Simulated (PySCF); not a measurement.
## Orbital energies and ionisation energy

Species: CH9FGe2Si.
Geometry (PBE0-D3(BJ)/def2-SVP, Å), atoms numbered from 1 in this order:
```
atom  x, y, z in Å
F1     1.545    1.654   -0.281
C2     1.786    0.732    0.717
Ge3    1.314   -1.067    0.040
Ge4   -0.767   -0.746   -1.155
Si5   -2.173    0.629    0.184
H6     1.164    0.982    1.594
H7     2.844    0.795    1.019
H8     2.437   -1.591   -0.876
H9     1.151   -2.029    1.235
H10   -0.479   -0.054   -2.500
H11   -1.446   -2.100   -1.440
H12   -2.414   -0.038    1.502
H13   -1.481    1.931    0.427
H14   -3.490    0.885   -0.474
```

Level: wB97X-D/def2-SVPD (PySCF). Frontier orbitals with their largest atomic shares (Löwdin; up to four atoms above 4 %):

```csv
orbital,ε (eV),main atoms
HOMO−3,-11.20,"Ge4 25 %, H11 16 %, Si5 11 %, H10 11 %"
HOMO−2,-10.73,"Ge3 21 %, F1 15 %, Ge4 15 %, C2 12 %"
HOMO−1,-10.12,"Ge4 22 %, C2 17 %, Si5 14 %, Ge3 12 %"
HOMO,-9.50,?
LUMO,1.34,"Ge3 26 %, Ge4 16 %, Si5 16 %, H8 10 %"
LUMO+1,1.63,"Ge4 26 %, Ge3 17 %, Si5 15 %, H10 8 %"
LUMO+2,1.78,"Si5 23 %, Ge4 21 %, Ge3 14 %, H11 6 %"
```

What vertical ionisation energy does ΔSCF give, and how far is −ε(HOMO) from it?

ΔSCF: 9.61 eV (927 kJ/mol; threshold wavelength 129 nm); ⟨S²⟩ of the doublet left behind is 0.757, against 0.75 for a pure doublet. −ε(HOMO) is 9.50 eV, 0.11 eV below it. For the exact functional −ε(HOMO) would equal the first vertical ionisation energy; wB97X-D (range-separated hybrid) comes within 0.11 eV of that here.

On which atoms does the HOMO lie?

Ge4 (germanium bonded to Ge, Si and 2 H) 32 %, Ge3 (germanium bonded to C, Ge and 2 H) 24 %, Si5 (SiH3 silicon) 17 %, C2 (sp3 C–F carbon) 5 %, so no atom holds as much as 40 %. The HOMO−1 lies 0.62 eV lower.

What total energies stand behind the ΔSCF value?

E(N) = -4586.22711 Eh and E(N − 1) = -4585.87389 Eh at the same geometry, 0.35322 Eh apart.

Shift the occupied levels rigidly so that −ε(HOMO) equals the ΔSCF value. What binding energies result?

The shift is +0.11 eV: HOMO 9.61, HOMO−1 10.23, HOMO−2 10.84, HOMO−3 11.31 eV. A rigid shift is only a rough guide to the deeper ionisations.

Isolated species at its PBE0-D3(BJ)/def2-SVP geometry (one conformer only). The calculation is non-relativistic, for germanium too.

These values come from a run that also computed excited states and ΔSCF ions. Hardware: Arm Neoverse N1, one thread, no GPU (shared host). Cost: 4.7 min wall (with the writing of density and orbital grids), 1.2 GiB resident at most.

Note: wB97X-D ran without an empirical dispersion term, which enters the total energy and its gradient alone.
